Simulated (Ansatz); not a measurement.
# Cost against result

Saddle point of SiH3BrClF, singlet (SiH₂BrCl ([Cl][SiH2][Br]) + HF → SiH₂ClF ([F][SiH2][Cl]) + HBr; bonds formed: Si1–F7, Br2–H6; bonds broken: Si1–Br2, H6–F7), PBE0-D4/def2-TZVP structure:

```xyz
7
angstrom
Si -0.2112 0.4854 -0.2180
Br 1.4173 -0.0714 1.6308
H 0.8395 0.8012 -1.1908
H -0.7247 1.5337 0.6782
Cl -1.9392 0.1372 -1.3059
H 0.6545 -1.4302 0.5752
F -0.0359 -1.4559 -0.1695
```

Barriers are electronic and count from the start structure reached by relaxing down the imaginary mode.

Ansatz 0.2.0; basis: as named in each row; cores frozen in the correlated methods. Filled d shells of the heavier atoms are correlated. The def2 sets are not built for correlating such inner shells, so the correlated values are less sure here. B3LYP uses VWN-RPA correlation. Extrapolation: Hartree–Fock as exp(−7.88 √X), correlation as X^−2.97.

Times are rough, for one single point on 4 threads of a shared host (Arm Neoverse N1).

The estimate by CCSD(T) at an estimated basis limit (MP2 extrapolated from triple and quadruple zeta, plus CCSD(T) − MP2 in triple zeta) is 118.3 kJ/mol.

| method | basis | time (s) | barrier (kJ/mol) | method less estimate |
| --- | --- | --- | --- | --- |
| HF | STO-3G | under 1 | 129.7 | 11.4 |
| PBE-D4 | STO-3G | under 1 | -50.3 | -168.7 |
| SPW92 | def2-SVP | under 1 | 36.8 | -81.5 |
| PBE-D4 | def2-SVP | 1 | 68.8 | -49.5 |
| B3LYP-D4 | 6-31G | 1 | 80.9 | -37.4 |
| SPW92 | def2-TZVPP | 1 | 60.7 | -57.6 |
| PBE0-D4 | def2-SVP | 2 | 88.5 | -29.8 |
| PBE-D4 | def2-TZVPP | 2 | 91.4 | -26.9 |
| BLYP-D4 | def2-TZVPP | 3 | 101.5 | -16.9 |
| B3LYP-D4 | def2-TZVPP | 4 | 110.9 | -7.5 |
| BHLYP-D4 | def2-TZVPP | 4 | 124.9 | 6.6 |
| CAM-B3LYP-D4 | def2-TZVPP | 5 | 109.5 | -8.8 |
| PBE0-D4 | def2-TZVPP | 5 | 105.3 | -13.0 |
| CCSD(T) | def2-SVP | 6 | 121.9 | 3.5 |
| r2SCAN-D4 | def2-TZVPP | 6 | 97.4 | -20.9 |
| RPA on PBE | def2-TZVPP | 6 | 118.0 | -0.3 |
| wB97M-V | def2-SVP | 7 | 85.1 | -33.2 |
| B2PLYP | def2-TZVPP | 8 | 114.6 | -3.8 |
| PBE-QIDH | def2-TZVPP | 8 | 114.6 | -3.7 |
| r2SCAN0-D4 | def2-TZVPP | 8 | 107.4 | -11.0 |
| wB97X-V | def2-TZVPP | 10 | 111.9 | -6.4 |
| B97M-V | def2-TZVPP | 11 | 110.9 | -7.4 |
| wB97M-V | def2-TZVPP | 13 | 105.2 | -13.1 |
| MP2 | def2-QZVPP | 22 | 116.3 | -2.1 |
| CCSD(T) | def2-TZVPP | 140 | 119.9 | 1.5 |

All methods are single points on the PBE0-D4 structures; a negative value means that the method puts the saddle structure below the start.

The T1 diagnostic stays at or below 0.010.

Labels in which every atom is bracketed show which atoms are joined, not bond orders.
